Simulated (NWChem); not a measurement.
# BeNH3S; SMILES [NH2][Be][SH]

```xyz
6

Be     0.0178    -0.6012     0.0000
N      0.0184    -2.1008     0.0000
H      0.0235    -2.6839    -0.8279
H      0.0235    -2.6839     0.8279
S      0.0646     1.3139     0.0000
H     -1.2808     1.4558     0.0000
```
Atoms are numbered in this order, from 1.

Results from NWChem. Structure relaxed at the B3LYP/6-31G* (spherical d) level. Vertical excitations in the gas phase.

Estimate the computed values for PBE/def2-SVP, TDA. Quantities: lowest excitation, singlet (eV); lowest triplet (eV); orbital gap (eV).


```
Property                         Result
-------------------------------  ------
lowest excitation, singlet (eV)    5.55
lowest triplet (eV)                5.18
orbital gap (eV)                   5.41
```
